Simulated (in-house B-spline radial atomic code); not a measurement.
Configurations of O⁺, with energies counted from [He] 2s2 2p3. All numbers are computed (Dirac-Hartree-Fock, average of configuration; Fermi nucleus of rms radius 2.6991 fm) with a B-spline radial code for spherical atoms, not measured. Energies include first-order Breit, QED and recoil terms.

Occupations are held fixed; configurations that lie above the ionisation limit could autoionise.

```tsv
configuration	E - E(ref) (eV)	highest orbital	its <r> (bohr)
[He] 2s2 2p2 4s1	26.844	4s1/2	7.637
[He] 2s2 2p2 4d1	28.751	4d5/2	10.18
[He] 2s2 2p2 5g1	30.052	5g9/2	13.75
[He] 2s2 2p2 6s1	30.207	6s1/2	20.22
[He] 2s2 2p2 6f1	30.717	6f7/2	23.99
[He] 2s1 2p3 4d1	44.41	4d5/2	10.15
[He] 2s1 2p3 5d1	45.672	5d5/2	16.81
[He] 2s1 2p3 5f1	45.718	5f7/2	15.74
[He] 2s1 2p3 6g1	46.384	6g9/2	22
```

Task: Order these further configurations by energy, lowest first.
A. [He] 2s2 2p2 3s1
B. [He] 2s1 2p3 5g1
C. [He] 2s2 2p2 5d1
D. [He] 2s1 2p3 6d1
E. [He] 2s1 2p4

Result: E (17.214 eV), A (20.584 eV), C (30.009 eV), B (45.719 eV), D (46.356 eV).

Task: How far above the reference does [He] 2s2 2p2 3d1 lie?

Result: 26.041 eV; its least bound orbital is 3d5/2 with <r> = 5.03 bohr.

Task: How far above the reference does [He] 2s2 2p2 6g1 lie?

Result: 30.717 eV; its least bound orbital is 6g9/2 with <r> = 22 bohr.

Task: How far above the reference does [He] 2s2 2p2 6d1 lie?

Result: 30.691 eV; its least bound orbital is 6d5/2 with <r> = 25 bohr.
